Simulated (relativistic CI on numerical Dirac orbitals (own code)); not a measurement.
# V4+ in a cubic cluster: 2p photoemission with charge transfer

Computed with a charge-transfer multiplet model of a cubic metal-ligand cluster with up to 2 ligand holes, Slater and spin-orbit integrals from Dirac-Coulomb-Breit ions, Slater integrals scaled by 0.8. The ground state mixes d1 with configurations of k ligand holes L, whose averages lie at kΔ + k(k − 1)U_dd/2; a core hole lowers each added d electron by U_cd. 20 K, Lorentzian 0.6 eV and Gaussian 0.8 eV FWHM.

Atomic integrals in eV (Slater integrals scaled, ζ unscaled), ground: F2dd 8.057, F4dd 5.049, zeta_d 0.029; with the core hole: F2dd 8.057, F4dd 5.049, zeta_d 0.047, zeta_core 4.606, F2cd 5.989, G1cd 4.613, G3cd 2.623. Where a configuration has fewer than two d electrons, the dd integrals are those of d2.

Cluster parameters (eV): Δ = 1, U_cd = 5.6, 10Dq = 2.2, 10Dq(ligand) = 0.3, V(eg) = 2.8, V(t2g) = -1.48, final-state hopping factor = 1.

| Case | n_d | d1 | d2L | d3L2 | S |
| --- | --- | --- | --- | --- | --- |
| U_dd = 3.8 eV | 1.89 | 0.29 | 0.53 | 0.18 | 0.50 |
| U_dd = 4.5 eV | 1.87 | 0.30 | 0.54 | 0.17 | 0.50 |
| U_dd = 5.2 eV | 1.85 | 0.31 | 0.54 | 0.15 | 0.50 |

Weights, n_d and S are thermal averages at 20 K. Binding energies count from the first peak over 30 % of the highest in each spectrum, which can be another peak from case to case. The parameters are a model scan and need not match a compound or its usual spin state. Peaks in eV (height, largest 100):
- U_dd = 3.8 eV: 0.0 (100), 4.2 (11), 8.0 (33), 13.0 (10)
- U_dd = 4.5 eV: 0.0 (100), 4.2 (11), 8.0 (32), 13.0 (10)
- U_dd = 5.2 eV: 0.0 (100), 4.3 (11), 7.5 (32), 8.0 (32), 11.5 (8), 13.0 (10)

For the case U_dd = 4.5 eV, Δ = 1 eV is smaller than U_dd = 4.5 eV, the charge-transfer side of the Zaanen-Sawatzky-Allen scheme. With the core hole the average of the configuration with one ligand hole lies at Δ − U_cd = -4.6 eV before mixing: the effective hopping of about 6.1 eV (from the holes of the mixed ground state) is comparable with this gap or larger, so the configurations mix strongly.

With at most 2 ligand holes the space is cut while the next configuration still counts, so covalency is underestimated, and a final configuration with one more ligand hole, which can lie low, is missing from the spectra.
